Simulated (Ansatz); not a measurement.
Born–Oppenheimer molecular dynamics of ClF$_{3}$Zr (5 atoms, charge 0, multiplicity 1). It starts from a relaxed structure.

Method: RKS BLYP/def2-mTZVP (Ansatz).

```yaml
ensemble: NVE (velocity Verlet)
time_step: 1 fs
steps_asked: 100
starting_velocities_drawn_for: 1500 K
seed: 81874
```

First frame:

```xyz
5
Properties=species:S:1:pos:R:3
Zr 0.000 0.000 0.025
Cl 0.000 0.000 2.406
F 1.814 0.000 -0.629
F -0.906 1.570 -0.630
F -0.906 -1.570 -0.630
```

What does the run give?

All steps were run.

```
steps done                                               : 100
time covered                                             : 100 fs
mean temperature over the second half                    : 542 K
spread of the potential energy over the second half      : 27.2 meV per atom
mean potential energy of the second half above the start : 74.4 meV per atom
```

The conserved energy stayed within 0.086 meV per atom of its start (net change 0.029 meV per atom), so the integration is sound. A run of 0.1 ps of so small a system gives no equilibrium averages.

What happens to the structure?

The same pairs are bonded in the first frame and the last. Pairs count as bonded within 1.25 times the sum of covalent radii (0.12 Å more for H–H). The details hang on the random start.

How do temperature and energy run in time?


| time (fs) | T (K) | potential energy less start (eV) | conserved less start (meV/atom) |
| --- | --- | --- | --- |
| 0 | 1500 | 0.000 | 0.00 |
| 3 | 1458 | 0.016 | 0.01 |
| 6 | 1349 | 0.059 | 0.03 |
| 9 | 1212 | 0.112 | 0.05 |
| 12 | 1086 | 0.161 | 0.07 |
| 15 | 1000 | 0.194 | 0.07 |
| 18 | 958 | 0.210 | 0.06 |
| 21 | 945 | 0.216 | 0.05 |
| 24 | 931 | 0.221 | 0.03 |
| 27 | 891 | 0.236 | 0.02 |
| 30 | 806 | 0.269 | 0.02 |
| 33 | 677 | 0.319 | 0.03 |
| 36 | 530 | 0.376 | 0.06 |
| 39 | 402 | 0.426 | 0.07 |
| 42 | 324 | 0.456 | 0.08 |
| 45 | 301 | 0.465 | 0.06 |
| 48 | 305 | 0.464 | 0.04 |
| 51 | 300 | 0.466 | 0.03 |
| 54 | 262 | 0.480 | 0.03 |
| 57 | 195 | 0.506 | 0.05 |
| 60 | 125 | 0.534 | 0.07 |
| 63 | 87 | 0.548 | 0.08 |
| 66 | 110 | 0.539 | 0.08 |
| 69 | 200 | 0.504 | 0.08 |
| 72 | 342 | 0.449 | 0.06 |
| 75 | 505 | 0.386 | 0.04 |
| 78 | 653 | 0.329 | 0.02 |
| 81 | 761 | 0.287 | 0.02 |
| 84 | 821 | 0.263 | 0.03 |
| 87 | 849 | 0.253 | 0.05 |
| 90 | 877 | 0.242 | 0.06 |
| 93 | 936 | 0.219 | 0.07 |
| 96 | 1033 | 0.181 | 0.06 |
| 99 | 1149 | 0.136 | 0.04 |

The run took 3.7 min on 2 threads of Arm Neoverse V1, on a shared host, peak memory 0.15 GiB.
